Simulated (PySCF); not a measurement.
# Correlation energy of Mg²⁺ (magnesium, charge +2)

[Ne], closed-shell 1S. Calculation: PySCF 2.14, in x2c-QZVPPall (9s6p5d2f, 66 functions); scalar relativity by spin-free X2C-1e. Frozen: 1s2; 8 electrons correlated.

| level | correlation energy (mhartree) |
| --- | --- |
| CCSD | -254.89 |
| (T) | -2.10 |
| CCSD(T) | -256.99 |

Diagnostics: T1 = 0.0024, D1 = 0.0036, largest double amplitude 0.011.

Cost of the coupled-cluster step: of the order of 2.4 core-seconds, for 8 correlated electrons.

Iterations:

```
CC2 = 0
CCSD nocc = 4, nmo = 65
frozen orbitals [0]
max_cycle = 100
direct = 0
conv_tol = 1e-08
conv_tol_normt = 1e-06
diis_space = 8
diis_start_cycle = 0
Init t2, MP2 energy = -199.387173821057  E_corr(MP2) -0.25042247967308
Init E_corr(CCSD) = -0.250422479673135
cycle = 1  E_corr(CCSD) = -0.253683442856608  dE = -0.00326096318  norm(t1,t2) = 0.00755049
cycle = 2  E_corr(CCSD) = -0.254790180185463  dE = -0.00110673733  norm(t1,t2) = 0.00120087
cycle = 3  E_corr(CCSD) = -0.254873952608906  dE = -8.37724234e-05  norm(t1,t2) = 0.000309821
cycle = 4  E_corr(CCSD) = -0.254893516604307  dE = -1.95639954e-05  norm(t1,t2) = 4.44093e-05
cycle = 5  E_corr(CCSD) = -0.254892433576038  dE = 1.08302827e-06  norm(t1,t2) = 4.28337e-06
cycle = 6  E_corr(CCSD) = -0.254892238937889  dE = 1.94638148e-07  norm(t1,t2) = 4.77636e-07
cycle = 7  E_corr(CCSD) = -0.254892244676019  dE = -5.73812958e-09  norm(t1,t2) = 7.19963e-08
CCSD converged
E(CCSD) = -199.3916435860595  E_corr = -0.2548922446760188
CCSD(T) correction = -0.00210140581504373
```

This basis was not built for core-valence correlation, so the inner-shell part is incomplete.
